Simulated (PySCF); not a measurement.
Relaxation of singlet LuOBr

These are results of PBE0 in PySCF with Lu def2-SVP with ECP28, O def2-SVP, Br def2-SVP; scalar-relativistic core potentials, no spin–orbit coupling; density-fitted integrals, not measurements. A (50,194) grid was used.

A hand-made bent start, of Cs symmetry, held to at least that symmetry:

```xyz
3
charge 0 multiplicity 1, angstrom
Lu   -0.5699    0.0000   -0.5269
O    -2.1099    0.0000    0.5514
Br    1.6910    0.0000    1.0562
```

Optimiser trace:
```json
{"step": "0", "E − E(last) (kJ/mol)": "34.74", "largest gradient (Eh/bohr)": "0.06316"}
{"step": "1", "E − E(last) (kJ/mol)": "3.65", "largest gradient (Eh/bohr)": "0.01517"}
{"step": "2", "E − E(last) (kJ/mol)": "0.00", "largest gradient (Eh/bohr)": "0.01094"}
```

It was stopped by the time limit after 2 steps; the last geometry has Lu–Br 2.61 Å, Lu–O 1.77 Å. No frequency check is given, so it may be a saddle point.

Stability towards spin polarisation was not tested.

The relaxation took roughly 100 core-seconds on a shared host.
